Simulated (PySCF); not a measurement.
```xyz
3
charge 1 multiplicity 3, angstrom
Cl    0.0000    0.0000    0.0000
Pb    0.0000    0.0000    2.6393
Pb    0.0000    0.0000   -2.6393
```

These are results of UB3LYP/[Cl def2-SVP, Pb def2-SVP with ECP60], scalar-relativistic core potentials, density fitting, no spin–orbit coupling, PySCF, not measurements.

This geometry of Pb₂Cl⁺ is a stationary point at this level.

(1) What is the point group?

(2) Is it a minimum?

(3) List the harmonic modes with their infrared intensities.

(4) What are the dipole moment and the gap between the highest occupied and lowest empty levels of either spin?

Answers

(1) D∞h.

(2) Yes: all harmonic wavenumbers are real, though the softest, 34 cm⁻¹, leaves little margin.

(3) 
| symmetry | ω (cm⁻¹) | IR (km/mol, summed over degenerate members) |
| --- | --- | --- |
| πu | 34 | 8.3 |
| σg+ | 96 | 0.0 |
| σu+ | 255 | 20.6 |

(4) 0.00 D about the centre of mass and 0.95 eV.

Other isomers or separated fragments may lie lower. At this level a triplet minimum of C2v symmetry lies 61 kJ/mol below this structure. With an element this heavy the missing spin–orbit coupling can shift these numbers.
